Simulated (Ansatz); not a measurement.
Diatomic BN-, multiplicity 2 (lowest of 2S+1 = 2, 4 at CCSD(T)/def2-TZVPP on PBE0 minima; our sources give no spin for the ground state, which may be another). The T1 diagnostic near the minimum is 0.088, so single-reference values are doubtful.

The constants come from a fifth-degree fit in 1/R (seven points, main isotopes). Runs in def2 and cc sets follow the lowest solution found near the PBE0 minimum.

Programs: Ansatz (an electronic-structure program) with Gaussian orbitals. Values without a source in brackets are computed.

Energies at BHLYP/def2-TZVPP:

```
R (Å)      E (hartree)
--------  ------------
1.183102  -79.48659955
1.214906  -79.49273133
1.244165  -79.49517146
1.277241  -79.49486328
1.310317  -79.49188166
1.348482  -79.48579781
1.393007  -79.47598846
```

Question: With a reduced mass of 6.1635 u, find the minimum, the force constant and the constants.

Answer: A fifth-degree polynomial in 1/R puts the minimum at r_e = 1.2570 Å with force constant 1210 N/m. Then ω_e = (1/2πc)√(k/μ) = 1822 cm⁻¹ and B_e = h/(8π²cμr_e²) = 1.731 cm⁻¹; the cubic and quartic terms give α_e = 0.016 and ω_e x_e = 12 cm⁻¹.
